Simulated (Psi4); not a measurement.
HFSi, singlet, geometry from GFN2-xTB; PBE0/6-31G* (Psi4 1.11).

Input for Psi4:
```
memory 2 GB

molecule {
0 1
Si   -0.24845443   -0.32714290    0.45770159
H    -0.88585188   -1.16646728   -0.57945722
F     0.48491266    0.63849643   -0.64759612
}

set {
  basis 6-31g*
  scf_type pk
  puream true
  d_convergence 1e-8
  dft_radial_points 99
  dft_spherical_points 590
}

energy('pbe0')
print_variables()
```

Predict the main parts of the log of this Psi4 run.


```
   => Loading Basis Set <=

    Name: 6-31G*
    Role: ORBITAL
    Keyword: BASIS

         ---------------------------------------------------------
                                   SCF
               by Justin Turney, Rob Parrish, Andy Simmonett
                          and Daniel G. A. Smith
                              RKS Reference
         ---------------------------------------------------------

  ==> Geometry <==

    Molecular point group: cs
    Full point group: Cs

    Geometry (in Angstrom), charge = 0, multiplicity = 1:

       Center              X                  Y                   Z               Mass
    ------------   -----------------  -----------------  -----------------  -----------------
         SI           0.457961159564    -0.459414689328     0.000000000000    27.976926534650
         H            1.511878103103     0.577744120792     0.000000000000     1.007825032230
         F           -0.754592593495     0.645883020800     0.000000000000    18.998403162730

  Running in cs symmetry.

  Rotational constants: A =      7.98829  B =      0.54300  C =      0.50844 [cm^-1]
  Rotational constants: A = 239482.79307  B =  16278.63803  C =  15242.53945 [MHz]
  Nuclear repulsion =   47.749039598671324

  Charge       = 0
  Multiplicity = 1
  Electrons    = 24
  Nalpha       = 12
  Nbeta        = 12

  ==> Algorithm <==

  SCF Algorithm Type is PK.
  DIIS enabled.
  MOM disabled.
  Fractional occupation disabled.
  Guess Type is SAD.
  Energy threshold   = 1.00e-06
  Density threshold  = 1.00e-08
  Integral threshold = 1.00e-12

  ==> Primary Basis <==

  Basis Set: 6-31G*
    Blend: 6-31G*
    Number of shells: 16
    Number of basis functions: 34
    Number of Cartesian functions: 36
    Spherical Harmonics?: true
    Max angular momentum: 2

  ==> DFT Potential <==

   => LibXC <=

    Version 7.1.2
    S. Lehtola, C. Steigemann, M. J. T. Oliveira, and M. A. L. Marques,  SoftwareX 7, 1–5 (2018) (10.1016/j.softx.2017.11.002)

   => Composite Functional: PBE0 <=

    PBE0 Hyb-GGA Exchange-Correlation Functional

    C. Adamo and V. Barone,  J. Chem. Phys. 110, 6158 (1999) (10.1063/1.478522)
    M. Ernzerhof and G. E. Scuseria,  J. Chem. Phys. 110, 5029 (1999) (10.1063/1.478401)

    Deriv               =              1
    GGA                 =           TRUE
    Meta                =          FALSE

    Exchange Hybrid     =           TRUE
    MP2 Hybrid          =          FALSE

   => Exchange Functionals <=

[...]
   @RKS iter   5:  -389.67833316667560   -1.08623e-05   2.18211e-05 DIIS
   @RKS iter   6:  -389.67833330475725   -1.38082e-07   1.83456e-06 DIIS
   @RKS iter   7:  -389.67833330671920   -1.96195e-09   5.58396e-07 DIIS
   @RKS iter   8:  -389.67833330687984   -1.60640e-10   1.38190e-07 DIIS
   @RKS iter   9:  -389.67833330688552   -5.68434e-12   1.58189e-08 DIIS
   @RKS iter  10:  -389.67833330688563   -1.13687e-13   9.51525e-10 DIIS
  Energy and wave function converged.

  ==> Post-Iterations <==

   Electrons on quadrature grid:
      Ntotal   =   23.9999999785 ; deviation = -2.148e-08

    Orbital Energies [Eh]
    ---------------------

    Doubly Occupied:

[...]
    Virtual:

[...]
      25Ap     2.740073

    Final Occupation by Irrep:
             Ap   App
    DOCC [    10,    2 ]
    NA   [    10,    2 ]
    NB   [    10,    2 ]

  @RKS Final Energy:  -389.67833330688563

   => Energetics <=

    Nuclear Repulsion Energy =             47.7490395986713239
    One-Electron Energy =                -636.2329675329717702
    Two-Electron Energy =                 222.6488799675549046
    DFT Exchange-Correlation Energy =     -23.8432853401400315
    Empirical Dispersion Energy =           0.0000000000000000
    VV10 Nonlocal Energy =                  0.0000000000000000
    Total Energy =                       -389.6783333068856336

Computation Completed

Properties will be evaluated at   0.000000,   0.000000,   0.000000 [a0]

Properties computed using the SCF density matrix

 Multipole Moments:

 ------------------------------------------------------------------------------------
     Multipole            Electronic (a.u.)      Nuclear  (a.u.)        Total (a.u.)
 ------------------------------------------------------------------------------------

 L = 1.  Multiply by 2.5417464519 to convert [e a0] to [Debye]
 Dipole X            :         -1.7422239            2.1391719            0.3969479
 Dipole Y            :         -0.0784870           -0.0776948           -0.1561819
 Dipole Z            :          0.0000000            0.0000000            0.0000000
 Magnitude           :                                                    0.4265682

 ------------------------------------------------------------------------------------

  Variable Map:
  ----------------------------------------------------------------------------
[...]
  Array Variable Map:
  ----------------------------------------------------------------------------
[...]
[...]
```
